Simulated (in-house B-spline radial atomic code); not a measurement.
# Ionising Br II (Br+) with different functionals

Computed with a radial B-spline atomic code at the basis-set limit: four-component Dirac-Coulomb Hamiltonian, Fermi nucleus of rms radius 4.1629 fm, spin-restricted, spherical fractional occupations for the functionals. The ionisation energy is the difference of two self-consistent energies, [Ar] 3d10 4s2 4p4 → [Ar] 3d10 4s2 4p3, without Breit or QED terms; ε is the level of the shell that loses the electron (mean over j). The electron is taken from both j subshells in proportion to 2j + 1, so the result is a j average, not the step between ground levels.

Hybrids are left out here: with spherical fractional occupations of an open shell their exact exchange keeps a self-interaction that integer-occupation calculations don't have.

```tsv
method	rung	ΔSCF (eV)	-ε(4p) (eV)
LDA VWN5	LDA	22.95	17.64
relativistic LDA	LDA	22.95	17.64
LDA PW92	LDA	22.95	17.64
LDA exchange-only	LDA	21.58	16.31
PBE	GGA	22.77	17.47
PBEsol	GGA	?	?
BLYP	GGA	?	?
RPBE	GGA	22.73	17.44
PW91	GGA	22.84	17.54
BP86	GGA	22.89	17.59
AM05	GGA	22.75	17.45
OLYP	GGA	22.71	17.41
```

Question: What does PBEsol give?

Answer: ΔSCF 22.78 eV, and -ε(4p) = 17.48 eV.

Question: What does BLYP give?

Answer: ΔSCF 22.62 eV, and -ε(4p) = 17.32 eV.

Question: How do they compare with the NIST value?

Answer: NIST lists 21.591 eV (measured, ground level to ground level). Errors run from -0.01 to +1.36 eV. The correlated functionals all miss on the same side by more than they spread, so the cause is common to them (Breit-QED terms, spin polarisation, the choice among j levels, multiplet and fine-structure energies, or a listed next ion that isn't the cheapest removal here) and closeness doesn't rank the functionals.
